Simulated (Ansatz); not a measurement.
One geometry of the cluster Ge₂S₅⁻, several levels of theory.

```yaml
crystal:
  periodic: [false, false, false]
  atoms:
    - {symbol: Ge, position_ang: [0.044804, -1.016275, 1.195037]}
    - {symbol: Ge, position_ang: [0.298975, 1.891040, -0.037837]}
    - {symbol: S, position_ang: [-0.158532, -3.862245, -0.662586]}
    - {symbol: S, position_ang: [1.706187, 0.212151, -0.119981]}
    - {symbol: S, position_ang: [-1.377241, 0.981291, 1.046655]}
    - {symbol: S, position_ang: [-1.038567, -2.045713, -0.707297]}
    - {symbol: S, position_ang: [0.524373, 3.839750, -0.713981]}
basis:
  gaussian: {orbitals: def2-SVPD, initial_orbitals: start.molden}
total_charge: -1
magnetization: {spin_polarized: true, initial_magnetization: 1}
correlation: {method: mp2}
scf: {omitted_lower_state_checks: [starts]}
output: {orbitals: {seedname: orbitals}}
```

The file start.molden holds the orbitals of an earlier run on this structure, at another level or in another basis.

```sh
$ ansatz run in.yaml --threads 4 --pin off --events-out ev --progress --plain --max-ram 4787MiB
```

Shortened log:

```
Functional definition: HF
1963 factors; integrals over basis functions are off by at most 9.0e-4 eV
mean field evaluation 1: about -167007.0477 eV, gradient 3.5e1 eV
mean field evaluation 2: about -167009.4402 eV, gradient 3.0e0 eV
mean field evaluation 4: about -167009.6829 eV, gradient 3.0e-1 eV
mean field evaluation 8: about -167009.6838 eV, gradient 9.3e-6 eV
mean field -167009.68379555 eV, -6137.4926762569 hartree, gradient 9.3e-6 eV, S^2 0.770447; 0 other end points of the search recorded, 0 dependent functions left out
43 core orbitals not correlated: weight in the atoms' cores, before any rotation towards them, 1.000 or more for the frozen orbitals, at most 0.000 for the correlated occupied ones
reference -167009.68379555 eV, -6137.4926762569 hartree; 30, 29 occupied and 138, 139 virtual orbitals, 1963 factors
second order -30.32767606 eV of doubles, -0.00000000 eV of singles
Total energy: -167040.01147161 eV, -6138.6071977952 hartree
Checks for a lower state left out: starts
```

Run time 38 s (4 threads of Intel Xeon on a shared host), peak host memory 1.1 GiB.

The first input with `gaussian: {orbitals: def2-SVP, initial_orbitals: start.molden}`, `hamiltonian: {xc: pbe0, dispersion: d4}` and without the key `correlation` (abridged; 16 s):

```
Functional definition: PBE0
mean field -167155.84526020 eV, -6142.8640110111 hartree, gradient 2.4e-5 eV, S^2 0.753193
Total energy: -167156.30557910 eV, -6142.8809274188 hartree
Checks for a lower state left out: starts
```

Geometry: B3LYP-D4/def2-SVPD.

Correlated methods freeze 43 core orbitals; core or outer-core shells of Ge are correlated, in sets that lack core-valence functions. Another isomer (doublet) lies 0.43 eV lower at PBE0-D4/def2-SVP; other spin states weren't run for this one.
